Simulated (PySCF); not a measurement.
# Correlation energy of Pb²⁺ (lead, charge +2)

[Xe] 4f14 5d10 6s2, closed-shell 1S. Calculation: PySCF 2.14, in aug-cc-pVDZ-PP with ECP60MDF; scalar relativity through the core potential. Frozen: 5s2 5p6 5d10; 2 electrons correlated.

With two correlated electrons CCSD is exact within the correlated space (frozen core and kept virtual orbitals).

```csv
level,correlation energy (mhartree)
CCSD,-25.14
```

Diagnostics: T1 = 0.0013, D1 = 0.0019, largest double amplitude 0.078.

**Question.** Is a single reference adequate?

**Answer.** Mostly. T1 lies below 0.03, but a double amplitude of this size points to a near-degeneracy that CCSD handles and MP2 describes poorly.
